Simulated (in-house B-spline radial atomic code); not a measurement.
Computed with a B-spline radial atomic code. Model: two electrons, singlet ground state, non-relativistic, full CI in B-splines with partial waves to l = 8 (at full coupling up to 3e-4 hartree above the limit, correlation up to 0.6 % small), density held at that of full coupling by Lieb maximisation.

Along the adiabatic connection the electron repulsion is scaled by a coupling λ while a local potential keeps the density fixed. At λ = 0 the system is the Kohn-Sham one and W equals the exchange energy; the exchange-correlation energy is the area under W between 0 and 1. The kinetic energy rises with λ as the electrons avoid each other, with dT/dλ = −λ dW/dλ.

Command:
```bash
python run_ac.py task.json out
```
Settings (lengths in bohr, energies in hartree):
```
potential              dot
strength               0.0358
lmax                   8
second                 -0.5
```

Cost of the run: 85 s on 1 thread of Intel(R) Xeon(R) Processor @ 2.30GHz (shared host).

**W = mean repulsion less Hartree energy, and W of three functionals.**

Given: confinement charge in harmonic well; well frequency 0.0358 hartree; nuclear charge -0.5; external potential omega^2 r^2/2 - Z/r.

Computed: PBE exchange minus exact -0.8342 millihartree; SCAN exchange minus exact -3.5111 millihartree.

```tsv
coupling	W xc (hartree)	W xc minus exchange (millihartree)	kinetic minus Kohn-Sham (millihartree)	LDA (PW92) W minus its exchange (millihartree)	PBE W minus its exchange (millihartree)	SCAN W minus its exchange (millihartree)
0	-0.093657	0	0	0	0	0
0.02	-0.096296	-2.639	0.03	-6.71	-3.19	-1.78
0.05	-0.099723	-6.066	0.14	-12.2	-6.64	-4.12
0.12	?	?	?	?	?	?
0.25	-0.11251	-18.852	1.85	-28.87	-19.24	-14.4
0.4	-0.11673	-23.075	3.19	-34.94	-24.33	-18.92
0.6	-0.11988	-26.224	4.73	-40.19	-28.88	-22.91
0.8	-0.12178	-28.12	6.04	-43.8	-32.07	-25.6
1	-0.12306	-29.408	7.2	-46.5	-34.48	-27.51
1.4	-0.12474	-31.087	9.18	-50.35	-37.96	-30.02
2	?	?	?	?	?	?
3	-0.12767	-34.014	15.19	-57.96	-44.94	-33.96
4.5	-0.12888	-35.225	19.65	-61.35	-48.08	-35.21
7	-0.13001	-36.354	26	-64.53	-51.05	-36.11
```

Question: What belongs in the row 0.12?

Answer: W xc (hartree): -0.10577; W xc minus exchange (millihartree): -12.113; kinetic minus Kohn-Sham (millihartree): 0.64; LDA (PW92) W minus its exchange (millihartree): -20.2; PBE W minus its exchange (millihartree): -12.37; SCAN W minus its exchange (millihartree): -8.55.

Question: What belongs in the row 2?

Answer: W xc (hartree): -0.12624; W xc minus exchange (millihartree): -32.584; kinetic minus Kohn-Sham (millihartree): 11.69; LDA (PW92) W minus its exchange (millihartree): -54.11; PBE W minus its exchange (millihartree): -41.39; SCAN W minus its exchange (millihartree): -32.16.

Question: What is the LDA exchange minus exact?

Answer: 10.132 millihartree.

**Energy parts, natural occupations and partial-wave weights.**

Computed: exchange energy -0.093657 hartree; correlation energy -0.022211 hartree; kinetic part of the DFT correlation energy 0.0071964 hartree; Hartree energy 0.18731 hartree; Kohn-Sham kinetic 0.032096 hartree; Lieb Oxford ratio E_xc over LDA exchange 1.3872.

| natural | occupation of the shell (electrons) |
| --- | --- |
| s | 1.5116 |
| p | 0.48338 |
| s | 0.0025877 |
| d | ? |
| p | 2.9929e-06 |
| s | 2.3842e-06 |

Question: What belongs in the row d?

Answer: occupation of the shell (electrons): 0.0023691.

```json
{"wave": "s", "weight": "0.75712"}
{"wave": "p", "weight": "0.24169"}
{"wave": "d", "weight": "?"}
{"wave": "f", "weight": "1.2083e-06"}
{"wave": "g", "weight": "5.0013e-07"}
```

Question: What belongs in the row d?

Answer: weight: 0.0011857.

Question: What is the kinetic part over minus potential part?

Answer: 0.24471.

Question: What is the total energy?

Answer: 0.3482 hartree.

Half-way to full coupling W has made 84 % of its drop, against 50 % for a straight line, and second-order (GL2) theory, half the initial slope, overshoots the correlation energy by about 213 %: correlation is strong. Over couplings 0 to 1 the errors in E_xc come to about -2.2 millihartree for LDA, -3.0 millihartree for PBE, -0.3 millihartree for SCAN, so SCAN is nearest. In LDA and SCAN the errors of exchange and correlation have opposite signs, so the sum is smaller than the larger of the two.
